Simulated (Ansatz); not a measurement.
Relaxation of CH₅BClFOSi (11 atoms, charge 0, multiplicity 1), to a largest force component of 0.02 eV/Å in at most 40 steps.

These are results of Ansatz 0.2.0, RKS PBE/STO-3G, not measurements.

```xyz
11
Properties=species:S:1:pos:R:3:forces:R:3
O 1.274 0.338 -1.488 -1.97 2.78 4.15
B 0.252 0.182 -0.426 4.29 -0.56 -2.04
Si 0.772 -0.729 1.187 1.97 1.01 1.95
C -1.167 0.705 -0.609 -2.77 -1.55 -1.46
F -2.113 -0.374 -0.477 0.74 -0.03 0.01
Cl -1.616 1.959 0.604 -0.30 1.94 1.55
H 1.169 -0.424 -2.061 -0.23 -2.91 -2.53
H 0.026 -1.923 1.371 -0.59 -0.81 0.24
H 0.618 0.181 2.395 0.03 -0.94 -0.96
H 2.225 -1.103 1.121 -1.03 0.17 0.06
H -1.375 1.129 -1.598 -0.13 0.89 -0.99
```

Where does it end, and by what steps?

The forces met the threshold. The force dipped under the threshold on the way, but the program's further checks kept it going. Limits of this set-up: minimal basis. After 28 steps the energy has fallen by 2.132 eV; H7 moved furthest, 1.15 Å.

| step | energy less start (eV) | largest force component (eV/Å) | accepted |
| --- | --- | --- | --- |
| 0 | 0.0000 | 4.291 | yes |
| 1 | -0.7042 | 2.021 | yes |
| 2 | -1.0029 | 2.277 | yes |
| 3 | -1.3077 | 2.683 | yes |
| 4 | -1.7253 | 1.533 | yes |
| 5 | -1.9455 | 0.897 | yes |
| 6 | -1.9979 | 0.581 | yes |
| 7 | -2.0408 | 0.138 | yes |
| 8 | -2.0617 | 0.344 | yes |
| 9 | -2.0750 | 0.640 | yes |
| 10 | -2.1119 | 0.154 | yes |
| 11 | -2.1123 | 0.186 | yes |
| 12 | -2.1253 | 0.170 | yes |
| 13 | -2.1272 | 0.094 | yes |
| 14 | -2.1294 | 0.052 | yes |
| 15 | -2.1297 | 0.032 | yes |
| 16 | -2.1300 | 0.025 | yes |
| 17 | -2.1302 | 0.024 | yes |
| 18 | -2.1304 | 0.020 | yes |
| 19 | -2.1306 | 0.034 | yes |
| 20 | -2.1308 | 0.042 | yes |
| 21 | -2.1309 | 0.050 | yes |
| 22 | -2.1311 | 0.033 | yes |
| 23 | -2.1313 | 0.015 | yes |
| 24 | -2.1315 | 0.018 | yes |
| 25 | -2.1316 | 0.033 | yes |
| 26 | -2.1317 | 0.033 | yes |
| 27 | -2.1319 | 0.015 | yes |
| 28 | -2.1320 | 0.015 | yes |

```xyz
11
Properties=species:S:1:pos:R:3
O 1.258 0.206 -1.363
B 0.306 0.000 -0.403
Si 0.821 -0.876 1.290
C -1.218 0.475 -0.676
F -2.221 -0.092 0.085
Cl -0.991 2.360 -0.193
H 0.831 0.672 -2.181
H 0.286 -2.232 1.331
H 0.274 -0.163 2.435
H 2.265 -0.966 1.452
H -1.546 0.560 -1.756
```

Whether the end is a true minimum wasn't checked by a vibrational analysis.

Time of the run: 97 s on 1 CPU thread of a shared host.
